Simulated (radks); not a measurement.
The numbers below are computed, except where a source is named.
Q: Neutral mercury, [Hg]. Level of theory: non-relativistic Kohn-Sham, exchange-only PBE, spin-polarised, spherical densities, point nucleus (a radial shooting solver on a logarithmic mesh with Libxc functionals). Every spin shell is full or empty, so the densities are truly spherical. Functionals are evaluated on that one density, not self-consistently. Rank these orbital-free kinetic functionals by their error against the exact value of the orbitals, and give that value: Thomas-Fermi, von Weizsacker, TF + vW, TF + vW/9, TF + vW/5, LC94, APBEK, revAPBEK, Perdew 92, Thakkar, LKT, PG1, DePristo-Kress, Ernzerhof.

A: Exact: 18407.8 hartree. From best to worst, with 100 (|E| - |E exact|)/|E exact| (equal figures are ties): LC94 +0.02, APBEK +0.04, revAPBEK +0.18, DePristo-Kress -0.20, Ernzerhof -0.48, Perdew 92 -0.68, TF + vW/9 -0.69, Thakkar -0.78, TF + vW/5 +2.46, Thomas-Fermi -4.62, PG1 +12.40, LKT +15.91, TF + vW +30.78, von Weizsacker -64.60.
